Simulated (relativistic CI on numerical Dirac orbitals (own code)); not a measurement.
# One change at a time: Cu26+

Base calculation: Dirac-Coulomb-Breit CI, KLI orbitals optimised for each configuration, model QED, unscaled Slater integrals.

Configuration list (outside the closed core 1s2): 2s, 2p, 3s, 3p, 3d, 4s, 4p, 4d, 4f, 5s, 5p, 5d, 5f, 5g. Levels of other configurations are missing.

The lowest level and the first level of each name with at least 55 % of one term (blank where a level has no safe partner in the second run):

```tsv
Level	Base (eV)	Shift (eV)
2s 2S_1/2	0.00	0.00
2p 2P°_1/2	55.31	+0.75
2p 2P°_3/2	80.89	+0.69
3s 2S_1/2	1452.22	+0.51
3p 2P°_1/2	1467.58	+0.73
3p 2P°_3/2	1475.15	+0.71
3d 2D_3/2	1480.85	+0.72
3d 2D_5/2	1483.25	+0.71
4s 2S_1/2	1952.92	+0.63
4p 2P°_1/2	1959.25	+0.72
4p 2P°_3/2	1962.43	+0.71
4d 2D_3/2	1964.80	+0.72
4d 2D_5/2	1965.81	+0.72
4f 2F°_5/2	1965.94	+0.72
4f 2F°_7/2	1966.44	+0.72
5s 2S_1/2	2182.80	+0.67
5p 2P°_1/2	2186.00	+0.72
5p 2P°_3/2	2187.62	+0.72
5d 2D_3/2	2188.83	+0.72
5d 2D_5/2	2189.34	+0.72
5f 2F°_5/2	2189.42	+0.72
5f 2F°_7/2	2189.67	+0.72
```

At this charge energies of transitions that change n are usually good to better than 1 %, and those within a shell (Δn = 0) to a few per cent.

(1) One thing was changed in a second run, which moved the levels as shown. Which?
A. QED terms removed
B. configuration mixing switched off
C. one mean potential for all configurations
D. Breit term removed

## Answers

(1) A. QED terms removed. QED shifts follow the density of s (and p1/2) electrons at the nucleus, so configurations move by their count of such electrons; where none moves, the smaller shifts of p3/2 electrons and of j = l + 1/2 against j = l − 1/2 set the pattern.
